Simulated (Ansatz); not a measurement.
Harmonic vibrations of `O[SiH2]N[SiH3]` by finite differences.

```yaml
crystal:
  periodic: [false, false, false]
  atoms:
    - {symbol: O, position_ang: [-1.209971, 2.153174, -0.375617]}
    - {symbol: Si, position_ang: [-0.478116, 0.818150, -0.999653]}
    - {symbol: N, position_ang: [-0.459450, -0.533040, 0.063470]}
    - {symbol: Si, position_ang: [0.882044, -1.264519, 0.869123]}
    - {symbol: H, position_ang: [-0.836891, 2.530539, 0.422404]}
    - {symbol: H, position_ang: [-1.284256, 0.527867, -2.206530]}
    - {symbol: H, position_ang: [0.946546, 1.084218, -1.324270]}
    - {symbol: H, position_ang: [-1.359124, -0.962033, 0.236700]}
    - {symbol: H, position_ang: [1.194408, -2.621128, 0.341795]}
    - {symbol: H, position_ang: [2.058124, -0.382291, 0.666840]}
    - {symbol: H, position_ang: [0.611989, -1.408037, 2.326236]}
basis:
  gaussian: {orbitals: def2-TZVP}
hamiltonian: {xc: pbe0, dispersion: d4}
phonons: {temperatures: {t_min: 298.15, t_max: 900, t_step: 200}}
```

```sh
$ ansatz run in.yaml --threads 4 --pin off --events-out ev --progress --plain --max-ram 10444MiB
```

It prints (some lines left out):

```
Functional definition: PBE0
mean field -19400.24104456 eV, -712.9457084318 hartree, gradient 6.9e-5 eV, S^2 0.000000; 0 other end points of the search recorded, 0 dependent functions left out
mean field -19400.24097654 eV, -712.9457059322 hartree, gradient 1.1e-6 eV, S^2 0.000000; 0 other end points of the search recorded, 0 dependent functions left out
mean field -19400.24101077 eV, -712.9457071901 hartree, gradient 2.4e-6 eV, S^2 0.000000; 0 other end points of the search recorded, 0 dependent functions left out
mean field -19400.24098530 eV, -712.9457062541 hartree, gradient 1.2e-6 eV, S^2 0.000000; 0 other end points of the search recorded, 0 dependent functions left out
mean field -19400.24091688 eV, -712.9457037399 hartree, gradient 1.5e-6 eV, S^2 0.000000; 0 other end points of the search recorded, 0 dependent functions left out
mean field -19400.24090005 eV, -712.9457031213 hartree, gradient 1.4e-6 eV, S^2 0.000000; 0 other end points of the search recorded, 0 dependent functions left out
mean field -19400.24091265 eV, -712.9457035842 hartree, gradient 1.1e-6 eV, S^2 0.000000; 0 other end points of the search recorded, 0 dependent functions left out
mean field -19400.24093228 eV, -712.9457043057 hartree, gradient 2.2e-6 eV, S^2 0.000000; 0 other end points of the search recorded, 0 dependent functions left out
mean field -19400.24092493 eV, -712.9457040356 hartree, gradient 2.5e-6 eV, S^2 0.000000; 0 other end points of the search recorded, 0 dependent functions left out
mean field -19400.24092402 eV, -712.9457040022 hartree, gradient 1.3e-6 eV, S^2 0.000000; 0 other end points of the search recorded, 0 dependent functions left out
mean field -19400.24090432 eV, -712.9457032782 hartree, gradient 1.2e-6 eV, S^2 0.000000; 0 other end points of the search recorded, 0 dependent functions left out
mean field -19400.24091098 eV, -712.9457035228 hartree, gradient 2.2e-6 eV, S^2 0.000000; 0 other end points of the search recorded, 0 dependent functions left out
mean field -19400.24095023 eV, -712.9457049653 hartree, gradient 2.9e-6 eV, S^2 0.000000; 0 other end points of the search recorded, 0 dependent functions left out
mean field -19400.24086516 eV, -712.9457018391 hartree, gradient 1.1e-6 eV, S^2 0.000000; 0 other end points of the search recorded, 0 dependent functions left out
mean field -19400.24087630 eV, -712.9457022486 hartree, gradient 1.1e-6 eV, S^2 0.000000; 0 other end points of the search recorded, 0 dependent functions left out
mean field -19400.24092118 eV, -712.9457038977 hartree, gradient 1.1e-6 eV, S^2 0.000000; 0 other end points of the search recorded, 0 dependent functions left out
mean field -19400.24095709 eV, -712.9457052173 hartree, gradient 1.1e-6 eV, S^2 0.000000; 0 other end points of the search recorded, 0 dependent functions left out
mean field -19400.24098358 eV, -712.9457061910 hartree, gradient 2.9e-6 eV, S^2 0.000000; 0 other end points of the search recorded, 0 dependent functions left out
mean field -19400.24097261 eV, -712.9457057878 hartree, gradient 3.0e-6 eV, S^2 0.000000; 0 other end points of the search recorded, 0 dependent functions left out
mean field -19400.24096067 eV, -712.9457053490 hartree, gradient 1.4e-6 eV, S^2 0.000000; 0 other end points of the search recorded, 0 dependent functions left out
mean field -19400.24091424 eV, -712.9457036427 hartree, gradient 2.5e-6 eV, S^2 0.000000; 0 other end points of the search recorded, 0 dependent functions left out
mean field -19400.24091778 eV, -712.9457037727 hartree, gradient 1.9e-6 eV, S^2 0.000000; 0 other end points of the search recorded, 0 dependent functions left out
mean field -19400.24096620 eV, -712.9457055523 hartree, gradient 1.5e-6 eV, S^2 0.000000; 0 other end points of the search recorded, 0 dependent functions left out
mean field -19400.24095904 eV, -712.9457052890 hartree, gradient 1.8e-6 eV, S^2 0.000000; 0 other end points of the search recorded, 0 dependent functions left out
mean field -19400.24093368 eV, -712.9457043571 hartree, gradient 2.1e-6 eV, S^2 0.000000; 0 other end points of the search recorded, 0 dependent functions left out
mean field -19400.24101642 eV, -712.9457073979 hartree, gradient 1.8e-6 eV, S^2 0.000000; 0 other end points of the search recorded, 0 dependent functions left out
mean field -19400.24101851 eV, -712.9457074746 hartree, gradient 1.8e-6 eV, S^2 0.000000; 0 other end points of the search recorded, 0 dependent functions left out
mean field -19400.24101714 eV, -712.9457074242 hartree, gradient 2.5e-6 eV, S^2 0.000000; 0 other end points of the search recorded, 0 dependent functions left out
mean field -19400.24100737 eV, -712.9457070652 hartree, gradient 2.0e-6 eV, S^2 0.000000; 0 other end points of the search recorded, 0 dependent functions left out
mean field -19400.24092813 eV, -712.9457041532 hartree, gradient 2.6e-6 eV, S^2 0.000000; 0 other end points of the search recorded, 0 dependent functions left out
mean field -19400.24092836 eV, -712.9457041617 hartree, gradient 2.7e-6 eV, S^2 0.000000; 0 other end points of the search recorded, 0 dependent functions left out
mean field -19400.24102051 eV, -712.9457075480 hartree, gradient 2.0e-6 eV, S^2 0.000000; 0 other end points of the search recorded, 0 dependent functions left out
mean field -19400.24102507 eV, -712.9457077158 hartree, gradient 1.9e-6 eV, S^2 0.000000; 0 other end points of the search recorded, 0 dependent functions left out
mean field -19400.24103883 eV, -712.9457082211 hartree, gradient 2.6e-6 eV, S^2 0.000000; 0 other end points of the search recorded, 0 dependent functions left out
mean field -19400.24103047 eV, -712.9457079142 hartree, gradient 2.7e-6 eV, S^2 0.000000; 0 other end points of the search recorded, 0 dependent functions left out
mean field -19400.24100338 eV, -712.9457069184 hartree, gradient 2.2e-6 eV, S^2 0.000000; 0 other end points of the search recorded, 0 dependent functions left out
mean field -19400.24100536 eV, -712.9457069912 hartree, gradient 7.5e-7 eV, S^2 0.000000; 0 other end points of the search recorded, 0 dependent functions left out
mean field -19400.24098839 eV, -712.9457063677 hartree, gradient 2.8e-6 eV, S^2 0.000000; 0 other end points of the search recorded, 0 dependent functions left out
mean field -19400.24099718 eV, -712.9457066906 hartree, gradient 2.2e-6 eV, S^2 0.000000; 0 other end points of the search recorded, 0 dependent functions left out
mean field -19400.24103985 eV, -712.9457082586 hartree, gradient 2.3e-6 eV, S^2 0.000000; 0 other end points of the search recorded, 0 dependent functions left out
mean field -19400.24103003 eV, -712.9457078981 hartree, gradient 2.3e-6 eV, S^2 0.000000; 0 other end points of the search recorded, 0 dependent functions left out
mean field -19400.24103121 eV, -712.9457079411 hartree, gradient 2.0e-6 eV, S^2 0.000000; 0 other end points of the search recorded, 0 dependent functions left out
mean field -19400.24103944 eV, -712.9457082437 hartree, gradient 2.0e-6 eV, S^2 0.000000; 0 other end points of the search recorded, 0 dependent functions left out
mean field -19400.24092328 eV, -712.9457039748 hartree, gradient 2.2e-6 eV, S^2 0.000000; 0 other end points of the search recorded, 0 dependent functions left out
mean field -19400.24093923 eV, -712.9457045612 hartree, gradient 1.0e-6 eV, S^2 0.000000; 0 other end points of the search recorded, 0 dependent functions left out
mean field -19400.24100941 eV, -712.9457071400 hartree, gradient 1.8e-6 eV, S^2 0.000000; 0 other end points of the search recorded, 0 dependent functions left out
mean field -19400.24101525 eV, -712.9457073549 hartree, gradient 1.7e-6 eV, S^2 0.000000; 0 other end points of the search recorded, 0 dependent functions left out
mean field -19400.24103386 eV, -712.9457080388 hartree, gradient 1.9e-6 eV, S^2 0.000000; 0 other end points of the search recorded, 0 dependent functions left out
mean field -19400.24103465 eV, -712.9457080678 hartree, gradient 1.8e-6 eV, S^2 0.000000; 0 other end points of the search recorded, 0 dependent functions left out
mean field -19400.24103980 eV, -712.9457082568 hartree, gradient 2.1e-6 eV, S^2 0.000000; 0 other end points of the search recorded, 0 dependent functions left out
mean field -19400.24103233 eV, -712.9457079825 hartree, gradient 1.8e-6 eV, S^2 0.000000; 0 other end points of the search recorded, 0 dependent functions left out
mean field -19400.24099338 eV, -712.9457065509 hartree, gradient 1.5e-6 eV, S^2 0.000000; 0 other end points of the search recorded, 0 dependent functions left out
mean field -19400.24100278 eV, -712.9457068966 hartree, gradient 2.4e-6 eV, S^2 0.000000; 0 other end points of the search recorded, 0 dependent functions left out
mean field -19400.24103597 eV, -712.9457081161 hartree, gradient 1.2e-6 eV, S^2 0.000000; 0 other end points of the search recorded, 0 dependent functions left out
mean field -19400.24102664 eV, -712.9457077735 hartree, gradient 1.4e-6 eV, S^2 0.000000; 0 other end points of the search recorded, 0 dependent functions left out
mean field -19400.24101049 eV, -712.9457071800 hartree, gradient 2.8e-6 eV, S^2 0.000000; 0 other end points of the search recorded, 0 dependent functions left out
mean field -19400.24100242 eV, -712.9457068833 hartree, gradient 2.3e-6 eV, S^2 0.000000; 0 other end points of the search recorded, 0 dependent functions left out
mean field -19400.24101489 eV, -712.9457073414 hartree, gradient 2.4e-6 eV, S^2 0.000000; 0 other end points of the search recorded, 0 dependent functions left out
mean field -19400.24102535 eV, -712.9457077260 hartree, gradient 2.1e-6 eV, S^2 0.000000; 0 other end points of the search recorded, 0 dependent functions left out
mean field -19400.24104387 eV, -712.9457084064 hartree, gradient 1.3e-6 eV, S^2 0.000000; 0 other end points of the search recorded, 0 dependent functions left out
mean field -19400.24103067 eV, -712.9457079215 hartree, gradient 1.5e-6 eV, S^2 0.000000; 0 other end points of the search recorded, 0 dependent functions left out
mean field -19400.24104006 eV, -712.9457082666 hartree, gradient 2.2e-6 eV, S^2 0.000000; 0 other end points of the search recorded, 0 dependent functions left out
mean field -19400.24103257 eV, -712.9457079914 hartree, gradient 2.4e-6 eV, S^2 0.000000; 0 other end points of the search recorded, 0 dependent functions left out
mean field -19400.24103427 eV, -712.9457080536 hartree, gradient 1.5e-6 eV, S^2 0.000000; 0 other end points of the search recorded, 0 dependent functions left out
mean field -19400.24104028 eV, -712.9457082747 hartree, gradient 1.5e-6 eV, S^2 0.000000; 0 other end points of the search recorded, 0 dependent functions left out
mean field -19400.24099400 eV, -712.9457065738 hartree, gradient 2.9e-6 eV, S^2 0.000000; 0 other end points of the search recorded, 0 dependent functions left out
mean field -19400.24098978 eV, -712.9457064188 hartree, gradient 1.6e-6 eV, S^2 0.000000; 0 other end points of the search recorded, 0 dependent functions left out
Total energy: -19400.43249272 eV, -712.9527440221 hartree
Atom 0 at    -1.209971     2.153174    -0.375617 Å, force    -0.000255    -0.000242    -0.000920 eV/Å
Atom 1 at    -0.478116     0.818150    -0.999653 Å, force     0.000876     0.001303     0.000168 eV/Å
Atom 2 at    -0.459450    -0.533040     0.063470 Å, force    -0.000752    -0.002734     0.002030 eV/Å
Atom 3 at     0.882044    -1.264519     0.869123 Å, force     0.000665    -0.000006    -0.001246 eV/Å
Atom 4 at    -0.836891     2.530539     0.422404 Å, force     0.000625    -0.000035     0.000294 eV/Å
Atom 5 at    -1.284256     0.527867    -2.206530 Å, force    -0.000307    -0.000226     0.000412 eV/Å
Atom 6 at     0.946546     1.084218    -1.324270 Å, force    -0.000132    -0.000259     0.000441 eV/Å
Atom 7 at    -1.359124    -0.962033     0.236700 Å, force     0.000198     0.000900    -0.000882 eV/Å
Atom 8 at     1.194408    -2.621128     0.341795 Å, force    -0.000046     0.000650     0.000498 eV/Å
Atom 9 at     2.058124    -0.382291     0.666840 Å, force    -0.001111     0.000053     0.000526 eV/Å
Atom 10 at     0.611989    -1.408037     2.326236 Å, force     0.000238     0.000596    -0.001322 eV/Å
Dipole moment:    -0.000225    -0.075637     0.247664 e Å
Vibrations: 50.67 58.68 205.51 223.99 311.70 424.02 591.07 621.07 712.80 745.89 831.81 853.65 906.94 920.28 935.74 951.04 965.20 966.43 1000.92 1211.13 2205.18 2213.47 2225.82 2243.92 2255.51 3591.43 3919.38 cm⁻¹, zero-point energy 1.992628 eV
```

Run time 74 s (4 threads of an Intel Xeon Platinum 8488C on a shared host); peak host memory 0.44 GiB.
